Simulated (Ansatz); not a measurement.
```yaml
crystal:
  periodic: [false, false, false]
  atoms:
    - {symbol: Ti, position_ang: [-1.191554, -0.085022, 0.050921]}
    - {symbol: Ti, position_ang: [0.839552, 0.584123, -0.582322]}
    - {symbol: S, position_ang: [0.136092, 1.057445, 1.531848]}
    - {symbol: S, position_ang: [0.153652, -1.539298, -1.056289]}
basis:
  gaussian: {orbitals: def2-TZVPD}
magnetization: {spin_polarized: false, initial_magnetization: 2}
hamiltonian: {xc: {name: PBE0}}
scf: {omitted_lower_state_checks: [starts]}
output: {forces: true}
```

```sh
$ ansatz run in.yaml --threads 4 --pin off --events-out ev --progress --plain --max-ram 4787MiB
```

It prints (some lines left out):

```
Functional definition: PBE0
1610 factors; their error is unknown
mean field evaluation 1: about -67875.2300 eV, gradient 6.1e1 eV
mean field evaluation 2: about -67800.2820 eV, gradient 1.6e2 eV
mean field evaluation 4: about -67883.3409 eV, gradient 1.4e1 eV
mean field evaluation 8: about -67884.0836 eV, gradient 1.4e0 eV
mean field evaluation 16: about -67884.4841 eV, gradient 1.3e0 eV
mean field -67884.80313472 eV, -2494.7205012289 hartree, gradient 1.2e-5 eV, S^2 2.000000; 0 other end points of the search recorded, 0 dependent functions left out
reference -67884.80317796 eV, -2494.7205028178 hartree; 39, 37 occupied and 149, 151 virtual orbitals, 1610 factors
Total energy: -67884.80317796 eV, -2494.7205028178 hartree
Atom 0 at    -1.191554    -0.085022     0.050921 Å, force    -1.716929    -0.575331     0.798946 eV/Å
Atom 1 at     0.839552     0.584123    -0.582322 Å, force     1.403343    -0.058806     0.108962 eV/Å
Atom 2 at     0.136092     1.057445     1.531848 Å, force     0.093885     0.387662    -0.406209 eV/Å
Atom 3 at     0.153652    -1.539298    -1.056289 Å, force     0.219701     0.246474    -0.501699 eV/Å
Dipole moment:    -0.154509     0.376248    -0.394363 e Å
Checks for a lower state left out: starts
```

Hardware: 4 threads of Arm Neoverse V1 on a shared host. Wall time 30 s, peak host memory 1.3 GiB.

With spin_polarized false and unpaired electrons the run is restricted open-shell.
